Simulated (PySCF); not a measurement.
Cl2H2SSi. Atoms are numbered in the order given.

```xyz
6

Si    -0.0664     0.0128     0.5133
S      1.8117    -0.8023    -0.0657
Cl    -0.3032     1.9439    -0.1733
Cl    -1.4795    -1.2124    -0.3367
H     -0.2693     0.0500     1.9791
H      2.5169     0.1722     0.5561
```
Charge 0, spin multiplicity 1.

Geometry optimised at r2SCAN-D4/def2-SVP. The values are those of a single conformer.

Computed with r2SCAN-D4/def2-SVP (PySCF).

Frequencies are harmonic and unscaled.

Question: List the normal modes with their intensities. (An estimate is asked for; the answer gives what the named calculation found.)

Answer: 
```csv
mode,ν (cm⁻¹),IR (km/mol),Raman (Å⁴/amu),depolarisation,moving atoms (share of kinetic energy)
1,124,11.4,7.4,0.74,"H 49 %, Cl 33 %, S 11 %"
2,157,2.5,2.4,0.72,"Cl 52 %, S 34 %, Si 9 %"
3,201,12.2,2.2,0.75,"H 49 %, Cl 33 %, S 13 %"
4,235,9.9,5.0,0.61,"Cl 40 %, Si 35 %, S 23 %"
5,474,23.6,15.0,0.02,"Si 37 %, Cl 34 %, S 24 %"
6,575,94.5,5.3,0.75,"Si 55 %, Cl 19 %, S 16 %, H 10 %"
7,588,127.6,5.0,0.73,"Si 53 %, Cl 38 %"
8,719,67.1,10.8,0.73,H 86 %
9,803,120.3,12.2,0.73,H 90 %
10,826,135.0,9.1,0.75,"H 90 %, Si 9 %"
11,2275,88.4,159.7,0.19,H 97 %
12,2679,1.1,139.9,0.30,H 97 %
```
